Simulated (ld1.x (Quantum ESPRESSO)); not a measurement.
**Reading a pseudo-wave (osmium)**

Columns: radius, all-electron u(r) and pseudo u(r) of the 6s shell (level -20.94 eV) of osmium in the configuration [Xe] 4f14 5d6 6s0 6p0; BLYP, scalar-relativistic, TM semilocal scheme, ld1.x (Quantum ESPRESSO) 7.5.

```tsv
r (bohr)	all-electron	pseudo
0.145	0.1585	-0.0161
0.290	-0.1895	-0.0335
0.435	-0.1230	-0.0537
0.580	0.1712	-0.0782
0.725	0.3424	-0.1088
0.870	0.3405	-0.1476
1.015	0.2217	-0.1963
1.160	0.0489	-0.2561
1.305	-0.1338	-0.3267
1.450	-0.3012	-0.4058
1.595	-0.4413	-0.4883
1.740	-0.5506	-0.5668
1.885	-0.6298	-0.6335
2.030	-0.6819	-0.6822
2.175	-0.7106	-0.7106
2.320	-0.7201	-0.7201
2.465	-0.7143	-0.7143
2.610	-0.6965	-0.6965
2.755	-0.6699	-0.6699
2.900	-0.6370	-0.6370
3.045	-0.5999	-0.5999
3.190	-0.5603	-0.5603
3.335	-0.5195	-0.5195
3.480	-0.4787	-0.4787
3.625	-0.4386	-0.4386
3.770	-0.3998	-0.3998
```

Question: How many radial nodes do the two functions have?

Answer: The all-electron 6s function has n − l − 1 = 5 (the table is too coarse to show those close to the nucleus); the pseudo-wave has 0, since the states of the same l below it are removed with the core.

Question: At about which radius was the pseudo-wave matched?

Answer: 2.25 bohr. The columns agree to 0.0005 from 2.03 bohr on; several derivatives are matched, so the curves merge somewhat inside the radius.

Question: Where does each function peak?

Answer: Outermost all-electron maximum near 2.32 bohr, pseudo maximum near 2.32 bohr (to the table’s step).

Question: Is the pseudo-wave norm-conserving?

Answer: Yes: the TM semilocal scheme keeps the norm inside the radius equal to the all-electron one, which fixes the energy derivative of the logarithmic derivative at the level.
